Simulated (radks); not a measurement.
Initial-state core-level shifts of neutral indium when its valence configuration changes from [Kr] 4d10 5s2 5p1. All-electron calculation, non-relativistic Kohn-Sham, PBE, spin-polarised, spherical densities, point nucleus; open shells are filled with parallel spins first (spin-orbit coupling, left out, can overturn this in heavy ions); relativity is left out, which matters for an element this heavy. Program: a radial shooting solver on a logarithmic mesh with Libxc functionals. Shifts are changes of the shell-averaged eigenvalues in eV (positive: less bound); the change of the density at the nucleus, which sets a Mossbauer isomer shift, is in e/bohr^3, on a base of 8.272e+04.

valence               2s       3p       3d       4p  density at nucleus
4d9.5 5s2 5p1.5   -3.818   -3.722   -3.744   -3.222              +3.805
4d10 5s1 5p2      -1.119   -1.142   -1.138   -1.161             -11.736
4d9 5s2 5p2       -7.675   -7.463   -7.511   -6.394              +7.707
4d9 5s1 5p3       -8.558   -8.369   -8.415   -7.297              -6.357
4d8.5 5s2 5p2.5  -11.584  -11.238  -11.315   -9.530             +11.709
4d8 5s2 5p3      -15.554  -15.053  -15.163  -12.638             +15.809
4d9.5 5s1 5p2.5   -4.804   -4.730   -4.749   -4.238              -9.116
4d9.5 5s1.5 5p2   -4.348   -4.263   -4.283   -3.768              -2.515
4d9 5p4          -10.235  -10.056  -10.101   -8.972             -21.158
